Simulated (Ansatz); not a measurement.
Total energies of CH$_{3}$BO$_{2}$S (`SC1OBO1`).

```xyz
8

S     1.035    0.516    1.558
C     0.017    0.458    0.084
O    -1.201   -0.222    0.354
B    -0.775   -1.079   -0.647
O     0.426   -0.464   -0.929
H     1.934    1.366    1.035
H    -0.139    1.454   -0.334
H    -1.298   -2.030   -1.122
```

Charge 0, multiplicity 1. Geometry: relaxed with PBE0-D4/def2-TZVP. It is one conformer, not always the lowest. Basis def2-TZVPP, the Gaussian-basis code of Ansatz.

RPA on PBE orbitals: Hartree–Fock energy of these orbitals -611.64539 Eh, correlation -1.42271 Eh (frozen core).

```json
{"functional": "LDA (SPW92)", "energy without D4 (Eh)": "-610.47978", "D4 term (kJ/mol)": "–"}
{"functional": "PBE", "energy without D4 (Eh)": "-613.13391", "D4 term (kJ/mol)": "-16.3"}
{"functional": "revPBE", "energy without D4 (Eh)": "-613.41026", "D4 term (kJ/mol)": "-55.0"}
{"functional": "B97M-V", "energy without D4 (Eh)": "-613.41478", "D4 term (kJ/mol)": "–"}
{"functional": "PBE0", "energy without D4 (Eh)": "-613.17148", "D4 term (kJ/mol)": "-13.5"}
{"functional": "B3LYP", "energy without D4 (Eh)": "-613.57060", "D4 term (kJ/mol)": "-26.5"}
{"functional": "r2SCANh", "energy without D4 (Eh)": "-613.39709", "D4 term (kJ/mol)": "-4.0"}
{"functional": "r2SCAN0", "energy without D4 (Eh)": "-613.37706", "D4 term (kJ/mol)": "-4.4"}
{"functional": "BHLYP", "energy without D4 (Eh)": "-613.43724", "D4 term (kJ/mol)": "-19.2"}
{"functional": "LC-ωPBE", "energy without D4 (Eh)": "-613.29975", "D4 term (kJ/mol)": "–"}
```

(1) Give the same for BLYP, r2SCAN, HSE06 (plane-wave form), CAM-B3LYP, ωB97X-V, ωB97M-V, B2PLYP, PBE-QIDH. (Best estimate.)

B3LYP takes the VWN-RPA correlation (the form of Gaussian; ORCA's B3LYP/G). HSE06 is the plane-wave form, built on full-range PBE exchange. The double hybrids freeze the cores in their second-order part.

Results:

(1) The calculation gave: 
```json
{"functional": "BLYP", "energy without D4 (Eh)": "-613.49753", "D4 term (kJ/mol)": "-37.1"}
{"functional": "r2SCAN", "energy without D4 (Eh)": "-613.41128", "D4 term (kJ/mol)": "-3.8"}
{"functional": "HSE06 (plane-wave form)", "energy without D4 (Eh)": "-613.15392", "D4 term (kJ/mol)": "-12.5"}
{"functional": "CAM-B3LYP", "energy without D4 (Eh)": "-613.47743", "D4 term (kJ/mol)": "-13.6"}
{"functional": "ωB97X-V", "energy without D4 (Eh)": "-613.42448", "D4 term (kJ/mol)": "–"}
{"functional": "ωB97M-V", "energy without D4 (Eh)": "-613.46485", "D4 term (kJ/mol)": "–"}
{"functional": "B2PLYP", "energy without D4 (Eh)": "-613.26952", "D4 term (kJ/mol)": "–"}
{"functional": "PBE-QIDH", "energy without D4 (Eh)": "-613.05450", "D4 term (kJ/mol)": "–"}
```

LC-ωPBE has ω = 0.4 bohr⁻¹.
